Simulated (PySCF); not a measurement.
Below is a simulated gas-phase C 1s photoelectron spectrum of `CCC(=O)[SiH3]`.

Every computed line was given a Gaussian of 0.6 eV full width at half maximum and an area set by the number of equivalent atoms; the highest printed point is 100. Computed with delta-SCF UKS SCAN, pcX-2 on the ionised atom, pcseg-1 elsewhere, spin-free X2C (PySCF 2.14.0).

binding energy (eV), intensity and a bar:
```
    290.0          0 
    290.1          1 
    290.2          2 
    290.3          5 #
    290.4         11 ###
    290.5         23 #######
    290.6         41 ############
    290.7         63 ###################
    290.8         85 #########################
    290.9         99 ##############################
    291.0        100 ##############################
    291.1         88 ##########################
    291.2         67 ####################
    291.3         44 #############
    291.4         25 ########
    291.5         13 ####
    291.6          5 ##
    291.7          2 #
    291.8          1 
    291.9          0 
    292.0          0 
    292.1          1 
    292.2          3 #
    292.3          6 ##
    292.4         13 ####
    292.5         23 #######
    292.6         35 ###########
    292.7         47 ##############
    292.8         52 ################
    292.9         51 ###############
    293.0         42 #############
    293.1         30 #########
    293.2         18 #####
    293.3          9 ###
    293.4          4 #
    293.5          2 
    293.6          1 
    293.7          0
```

**Question.** How many maxima does the curve show, and how many computed lines lie under it?

**Answer.** The curve has 2 maxima (at 291.0 and 292.8 eV). Under it lie 3 lines from 3 inequivalent carbon sites. At this width some lines have no maximum of their own.

**Question.** Decompose the envelope and assign each component. Numbering: `[CH3:1][CH2:2][C:3](=[O:4])[SiH3:5]`.

**Answer.** 
| position (eV) | relative area | line | atoms | environment |
| --- | --- | --- | --- | --- |
| 290.89 | 1 | C 1s | C2 | sp3 carbon next to a carbonyl |
| 291.03 | 1 | C 1s | C1 | methyl carbon |
| 292.83 | 1 | C 1s | C3 | carbonyl carbon |

The listed C 1s values span 1.94 eV, from C2 (bonded to 2 C and 2 H) to C3 (bonded to O (double bond), C and Si). The widest gap between neighbouring values is 1.80 eV, between 291.03 and 292.83 eV. Summing the Pauling electronegativity differences to the bonded atoms, each weighted by its formal bond order, gives -0.70 for the lowest site and +1.13 for the highest; no listed site has a larger sum than the highest. The smallest sum, -1.05, belongs to C1, 0.14 eV above the lowest.

The curve has no shake-up lines and no vibrational structure. Spin contamination (⟨S²⟩ against 0.75 for a pure doublet) is marked for C 1s of C3 (0.85), which makes this value less certain. The structure is a single GFN2-xTB conformer in the gas phase; no vibrational or solvent corrections.

Shape of the structure used: `[CH3:1][CH2:2][C:3](=[O:4])[SiH3:5]`: C1–C2–C3–O4 -127°.
